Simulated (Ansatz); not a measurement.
C2H6OZn (SMILES C[CH2][Zn][OH]), singlet, geometry from GFN2-xTB (such geometries of metal compounds can be far from the true shape); B3LYP/6-31G* run with Ansatz (a quantum-chemistry and plane-wave program).

Here is a job for Ansatz.
Ansatz 0.2 input:
```yaml
crystal:
  periodic: [false, false, false]
  atoms:
    - {symbol: Zn, position_ang: [0.51336456, 0.04268395, 0.35947764]}
    - {symbol: C, position_ang: [-0.18985124, -1.05497978, -1.17737509]}
    - {symbol: C, position_ang: [-1.57289452, -0.53229609, -1.54371968]}
    - {symbol: H, position_ang: [-0.25714403, -2.10520493, -0.90394124]}
    - {symbol: H, position_ang: [0.46664509, -0.98835194, -2.04136197]}
    - {symbol: H, position_ang: [-1.53274000, 0.50864029, -1.85911762]}
    - {symbol: H, position_ang: [-2.26093044, -0.60806788, -0.70373102]}
    - {symbol: H, position_ang: [-1.98257239, -1.11857733, -2.36859514]}
    - {symbol: O, position_ang: [0.03734617, 1.34267470, 1.41084832]}
    - {symbol: H, position_ang: [0.44351018, 1.81330083, 2.13219997]}
basis:
  gaussian:
    orbitals: 6-31G*
    symmetry_tolerance_ang: 0.01
hamiltonian:
  xc: b3lyp
```

The log (banner, timings and long lists left out):

```
Functional definition: B3LYP
931 factors; integrals over basis functions are off by at most 6.2e-4 eV
mean field evaluation 1: about -52617.6295 eV, gradient 8.4e1 eV
mean field evaluation 2: about -52558.1840 eV, gradient 1.8e2 eV
mean field evaluation 4: about -52630.8436 eV, gradient 1.3e1 eV
mean field evaluation 8: about -52631.3718 eV, gradient 1.6e0 eV
mean field evaluation 16: about -52631.3767 eV, gradient 1.9e-4 eV
mean field -52631.37668731 eV, -1934.1674184300 hartree, gradient 2.6e-5 eV, S^2 0.000000; 0 other end points of the search recorded, 0 dependent functions left out
reference -52631.37693158 eV, -1934.1674274070 hartree; 28, 28 occupied and 65, 65 virtual orbitals, 931 factors
Total energy: -52631.37693158 eV, -1934.1674274070 hartree
```
